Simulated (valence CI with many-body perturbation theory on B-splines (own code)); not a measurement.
## Which ion has this spectrum?

A relativistic CI+MBPT calculation for an atom or ion with 6 electrons gives these levels (× 10³ cm⁻¹):

```csv
J,Parity,E,g
0,even,0.00,
1,even,16398,1.46
2,even,16544,1.12
2,odd,19179,1.48
1,odd,19967,1.11
2,even,33185,1.29
0,even,33755,
2,odd,35324,1.54
3,odd,35695,1.29
0,odd,36285,
1,odd,36488,1.30
2,odd,36553,1.04
1,odd,36596,1.28
2,even,39493,1.30
```

The energies are calculated, and their last digits are not significant.

**Question.** Which is it?
A. Pt72+
B. Ir71+
C. Hg74+
D. Pb76+

**Answer.** C. Hg74+, ground level (2s^2 2p1/2^2) J=0.
